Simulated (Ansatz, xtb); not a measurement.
## C6H7ClO: which of two isomers lies lower

Structure a: `C=C(O)CC1(Cl)C=C1`, a singlet. Structure b: `C/C(O)=C/C1(Cl)C=C1`, a singlet. Both are isolated molecules in the gas phase, relaxed with PBE0-D3(BJ)/def2-SVP; each stands in its lowest conformer found.

Problem. Which of the two would you expect CCSD(T)/def2-SVP + ΔMP2/def2-TZVPP electronic energies to favour?

Solution. Structure b; the calculation gives E(b) − E(a) = −0.106 eV.

The same difference at several levels:

```tsv
level	geometry	E(b) − E(a) (eV)	departure from the last row (eV)	job, with rough time for the two
GFN2-xTB	GFN2-xTB	−0.238	−0.132	optimisation, 0.8 s
HF/STO-3G	GFN2-xTB	−0.247	−0.141	single point, 2.2 s
r2SCAN-D4/def2-SVP	GFN2-xTB	−0.193	−0.087	single point, 13 s
PBE0-D3(BJ)/def2-SVP	PBE0-D3(BJ)/def2-SVP	−0.172	−0.066	optimisation, 4.3 min
HF/def2-SVP	PBE0-D3(BJ)/def2-SVP	−0.125	−0.020	part of the CCSD(T) run
MP2/def2-SVP	PBE0-D3(BJ)/def2-SVP	−0.145	−0.039	part of the CCSD(T) run
CCSD(T)/def2-SVP	PBE0-D3(BJ)/def2-SVP	−0.122	−0.017	single point
CCSD(T)/def2-SVP + ΔMP2/def2-TZVPP	PBE0-D3(BJ)/def2-SVP	−0.106		single point, 5.2 min
```

As drawn, both hold the same kinds of bond in the same numbers. Structure a has 0 methyl groups, b 1.

None of the levels shown reverses the order. The largest departure from CCSD(T)/def2-SVP + ΔMP2/def2-TZVPP is that of HF/STO-3G, 0.141 eV. The last row adds to CCSD(T) the change of the MP2 difference between the two basis sets, here +0.017 eV.

With thermal terms from frequencies at re-optimised GFN2-xTB minima (ideal gas, soft modes damped towards free rotors, one conformer each, 298.15 K, 1 atm): the zero-point term adds −0.009 eV; ΔH is −0.105 and ΔG −0.129 eV.

The correlated steps freeze 12 core orbitals. Run with Ansatz 0.2.0, xtb 6.7.1; the last row on 2 threads of Intel(R) Xeon(R) Processor @ 2.50GHz (Skylake/Cascade Lake) on a shared host.
